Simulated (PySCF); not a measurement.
**Input and output**

[BiH]2+ (singlet). PySCF 2.14.0, RKS PBE0, Bi def2-SVP with ECP60, H def2-SVP; non-relativistic Hamiltonian with scalar-relativistic core potentials where named; density fitting; no spin-orbit coupling. Purpose: singlet excitations, Tamm-Dancoff PBE0.

```python
mol = gto.M(atom='''
Bi     0.00000    -0.00000     0.09741
H      0.00000    -0.00000     1.92301''',
    basis={'Bi': 'def2-SVP', 'H': 'def2-SVP'},
    ecp={'Bi': 'def2-SVP'},
    charge=2, spin=0)
mf = dft.RKS(mol, xc='PBE0')
mf.grids.atom_grid = (50, 194)
mf = mf.density_fit()  # fitting sets: Bi def2-universal-JKFIT, H def2-universal-JKFIT
mf.conv_tol = 1e-08; mf.max_cycle = 55
mf.kernel(dm0)  # dm0: converged density of the relaxed state
td = mf.TDA(); td.nstates = 8; td.kernel()
```

Run from Python with OMP_NUM_THREADS=2; the lines above give its settings. Where DIIS fails, smearing, a level shift and second-order steps follow.
It took 1.2 s on 2 threads of Arm Neoverse V1, with other jobs on the host, from an already converged density.

(1) Where do the frontier levels lie, over both spins?

(2) What does the SCF print?

(3) What are the Mulliken charges and spins?

(4) Which singlet excitations follow (Tamm-Dancoff, 8 states)?

The geometry was relaxed with B3LYP (Bi def2-SVP with ECP60, H def2-SVP).

Answers

(1) HOMO -22.55 eV, LUMO -18.10 eV. 

(2) 
```
init E= -214.314811836772
cycle= 1 E= -214.314987102458  delta_E= -0.000175  |g|= 0.00626  |ddm|= 0.0585
cycle= 2 E= -214.314994111585  delta_E= -7.01e-06  |g|= 0.00426  |ddm|= 0.0191
cycle= 3 E= -214.31500115561  delta_E= -7.04e-06  |g|= 0.000251  |ddm|= 0.00799
cycle= 4 E= -214.315001184478  delta_E= -2.89e-08  |g|= 5.86e-05  |ddm|= 0.000562
cycle= 5 E= -214.315001186208  delta_E= -1.73e-09  |g|= 1.92e-06  |ddm|= 0.000116
Extra cycle  E= -214.315001186209  delta_E= -6.25e-13  |g|= 1.21e-06  |ddm|= 5.65e-06
converged SCF energy = -214.315001186209
```

(3) 
```json
{"atom": "Bi1", "charge (e)": "1.827", "spin (e)": "0.000"}
{"atom": "H2", "charge (e)": "0.173", "spin (e)": "0.000"}
```

(4) 
```
state     eV  oscillator strength
    1   2.91               0.0034
    2   2.91               0.0034
    3  11.34               1.9596
    4  13.60               0.3053
    5  13.60               0.3053
    6  13.93               0.0008
    7  16.55               0.0976
    8  16.55               0.0976
```
Functionals without range separation put charge-transfer states too low; the basis has no diffuse functions.
